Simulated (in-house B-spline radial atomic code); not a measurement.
Atomic self-consistent-field run: Kr+. Level of theory: scalar-relativistic (X2C) CAM-B3LYP, spin-polarised, spherical fractional occupations, Fermi nucleus of rms radius 4.1884 fm; calculated with a B-spline radial code for spherical atoms.

Command:
```bash
python run_scf.py task.json out
```
Settings (nuclear radius in fm, mass in u):
```
Z                36
configuration    [Ar] 3d10 4s2 4p5
hamiltonian      x2c
method           camb3lyp
spin_polarised   True
nucleus          fermi
rms_radius       4.1884
atomic_mass      83.9115
speed_of_light   137.035999084
```

Output (hartree, bohr):
```
 radial grid: 82 intervals, B-splines of order 8, outer radius 60 bohr

 iter        energy (Eh)    residual
    1       -2788.545724    3.89e-01
    2       -2789.276447    1.36e-01
    3       -2789.697783    1.65e-02
    4       -2789.703836    6.11e-03
    5       -2789.704528    1.23e-03
    6       -2789.704573    3.11e-04
    7       -2789.704577    1.03e-04
    8       -2789.704577    1.71e-05
    9       -2789.704577    1.64e-06
   10       -2789.704577    2.11e-07

 total energy                     -2789.70458
 kinetic                            2864.6200
 electron-nucleus                  -6725.6475
 Hartree                            1168.3890
 exact exchange                      -20.9079
 exchange-correlation                -76.1583

 orbital      occ     eigenvalue          <r>       <r^2>       <1/r>       r_max
 1s up      1.000      -522.1622    0.0410535  0.00228183     37.6765     0.02658
 1s down    1.000      -522.1586    0.0410533   0.0022818     37.6766     0.02658
 2s up      1.000       -69.6819     0.183102   0.0395973     8.32545      0.1541
 2s down    1.000       -69.6798       0.1831    0.039596     8.32544      0.1541
 2p up      3.000       -61.6539     0.159946   0.0313201     8.00067      0.1232
 2p down    3.000       -61.6502     0.159949   0.0313211     8.00049      0.1232
 3s up      1.000       -10.5129     0.529796    0.322764     2.73037      0.4668
 3s down    1.000       -10.5076      0.52976    0.322675     2.73018      0.4669
 3p up      3.000        -7.9394     0.540161    0.341468     2.55331      0.4632
 3p down    3.000        -7.9330     0.540147    0.341395     2.55302      0.4632
 3d up      5.000        -3.6713     0.555366    0.379844     2.27195      0.4113
 3d down    5.000        -3.6656     0.554619    0.378495     2.27361      0.4112
 4s up      1.000        -1.4295      1.54327     2.71893     0.86596       1.329
 4s down    1.000        -1.3759      1.54381     2.72439    0.867129       1.326
 4p up      3.000        -0.8484       1.8204     3.83563    0.724138       1.512
 4p down    2.000        -0.7418      1.85291     3.99273    0.713288        1.52
```

Cost of the run: 2.3 s on 1 thread of Intel(R) Xeon(R) Gold 6455B (shared host).

Caution: exact exchange at fractional occupations of open shells leaves self-interaction of up to several eV.

One-electron X2C: radii and densities carry no picture-change correction, so inner-shell <1/r> comes out high (for 1s by about 2 % at Z = 33, 5 % at 54, 10 % at 75, 30 % at 118) and <r> low.
